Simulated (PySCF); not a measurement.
Working out the ionisation energy of Ar⁺

Ar⁺ [Ne] 3s2 3p5 (2P) → Ar²⁺ [Ne] 3s2 3p4 (3P). Calculation: PySCF 2.14, in cc-pVDZ-DK; the spin-free X2C one-electron Hamiltonian (Gaussian nucleus). Frozen: [Ne]. Energies in hartree (1 hartree = 27.21139 eV):

```
            part  Ar⁺ (lower)  Ar²⁺ (upper)
             UHF  -528.067311   -527.096549
CCSD correlation    -0.129222     -0.108240
             (T)    -0.001095     -0.000969
```

Question: What does Hartree-Fock give?

Answer: (-527.096549) − (-528.067311) = 0.970762 hartree = 26.416 eV.

Question: What do CCSD and CCSD(T) give?

Answer: The CCSD correlation energies differ by 0.020982 hartree = 0.571 eV and the triples by 0.000126 hartree = 0.003 eV, so CCSD gives 26.987 eV and CCSD(T) 26.990 eV.

Reference: 27.630 eV (measured; NIST Atomic Spectra Database, ionization energies), between the lowest levels; spin-orbit coupling is absent from the calculation.

A double-zeta basis recovers only part of the correlation energy.

What remains against the reference includes basis incompleteness, the frozen core and higher excitations.
